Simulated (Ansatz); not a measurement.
Geometry optimisation of H3InOS, SMILES `[OH][InH][SH]`.

```yaml
crystal:
  periodic: [false, false, false]
  atoms:
    - {symbol: O, position_ang: [-0.767510, 0.229290, -1.150070]}
    - {symbol: In, position_ang: [0.143250, 0.473770, 0.559970]}
    - {symbol: S, position_ang: [1.228720, -1.615120, 0.948670]}
    - {symbol: H, position_ang: [-1.293800, 0.925990, -1.536160]}
    - {symbol: H, position_ang: [-0.001980, 1.973700, 1.383820]}
    - {symbol: H, position_ang: [0.691320, -1.987630, -0.206230]}
basis:
  gaussian: {orbitals: def2-TZVP}
hamiltonian: {xc: pbe0, dispersion: d4}
relax: {f_tol: 0.005, max_steps: 150}
```

```sh
$ ansatz run in.yaml --threads 2 --pin off --events-out ev --progress --plain --max-ram 20480MiB --backend cpu
```

It prints (some lines left out):

```
Functional definition: PBE0
mean field -18101.53211935 eV, -665.2190357271 hartree, gradient 3.8e-5 eV, S^2 0.000000; 0 other end points of the search recorded, 0 dependent functions left out
relax step   1: F+E_penalty+E_count = -18101.62524557 eV  Δ(F+E_penalty+E_count) = +0.000e0 eV  max|allowed force component| = 6.228e-1 eV/Å  Δτ_max = 0.0000 Å  (28 SCF iters, accepted)
mean field -18101.54133695 eV, -665.2193744676 hartree, gradient 1.1e-5 eV, S^2 0.000000; 0 other end points of the search recorded, 0 dependent functions left out
relax step   2: F+E_penalty+E_count = -18101.63450341 eV  Δ(F+E_penalty+E_count) = -9.258e-3 eV  max|allowed force component| = 5.270e-1 eV/Å  Δτ_max = 0.1949 Å  (30 SCF iters, accepted)
mean field -18101.58093488 eV, -665.2208296646 hartree, gradient 1.7e-5 eV, S^2 0.000000; 0 other end points of the search recorded, 0 dependent functions left out
relax step   3: F+E_penalty+E_count = -18101.67363926 eV  Δ(F+E_penalty+E_count) = -3.914e-2 eV  max|allowed force component| = 2.791e-1 eV/Å  Δτ_max = 0.0947 Å  (31 SCF iters, accepted)
mean field -18101.58578199 eV, -665.2210077927 hartree, gradient 1.6e-5 eV, S^2 0.000000; 0 other end points of the search recorded, 0 dependent functions left out
relax step   4: F+E_penalty+E_count = -18101.67828934 eV  Δ(F+E_penalty+E_count) = -4.650e-3 eV  max|allowed force component| = 1.014e-1 eV/Å  Δτ_max = 0.0235 Å  (31 SCF iters, accepted)
mean field -18101.58820553 eV, -665.2210968559 hartree, gradient 1.7e-5 eV, S^2 0.000000; 0 other end points of the search recorded, 0 dependent functions left out
relax step   5: F+E_penalty+E_count = -18101.68031422 eV  Δ(F+E_penalty+E_count) = -2.025e-3 eV  max|allowed force component| = 1.827e-1 eV/Å  Δτ_max = 0.0480 Å  (29 SCF iters, accepted)
mean field -18101.58861210 eV, -665.2211117974 hartree, gradient 1.6e-5 eV, S^2 0.000000; 0 other end points of the search recorded, 0 dependent functions left out
relax step   6: F+E_penalty+E_count = -18101.68076733 eV  Δ(F+E_penalty+E_count) = -4.531e-4 eV  max|allowed force component| = 1.115e-2 eV/Å  Δτ_max = 0.0100 Å  (32 SCF iters, accepted)
mean field -18101.58869637 eV, -665.2211148939 hartree, gradient 1.6e-5 eV, S^2 0.000000; 0 other end points of the search recorded, 0 dependent functions left out
relax step   7: F+E_penalty+E_count = -18101.68082470 eV  Δ(F+E_penalty+E_count) = -5.737e-5 eV  max|allowed force component| = 4.126e-3 eV/Å  Δτ_max = 0.0065 Å  (32 SCF iters, accepted)
mean field -18101.58869637 eV, -665.2211148939 hartree, gradient 1.6e-5 eV, S^2 0.000000; 1 other end points of the search recorded, 0 dependent functions left out
Total energy: -18101.68086069 eV, -665.2245018705 hartree
Atom 0 at    -0.836471     0.250626    -1.239521 Å, force    -0.001124     0.001106    -0.002376 eV/Å
Atom 1 at     0.097891     0.474221     0.497451 Å, force    -0.001891     0.001489    -0.003028 eV/Å
Atom 2 at     1.225475    -1.546963     0.995015 Å, force    -0.000469     0.000612     0.000002 eV/Å
Atom 3 at    -1.322528     1.028085    -1.523229 Å, force     0.003229    -0.003672     0.004126 eV/Å
Atom 4 at     0.047385     1.909564     1.412902 Å, force     0.000688     0.000132     0.001541 eV/Å
Atom 5 at     0.788249    -2.115533    -0.142619 Å, force    -0.000433     0.000333    -0.000265 eV/Å
Dipole moment:    -0.140329     0.439192     0.067923 e Å
```

Run time 23 s (2 threads of an AMD EPYC 7R13 on a shared host); peak host memory 0.33 GiB.
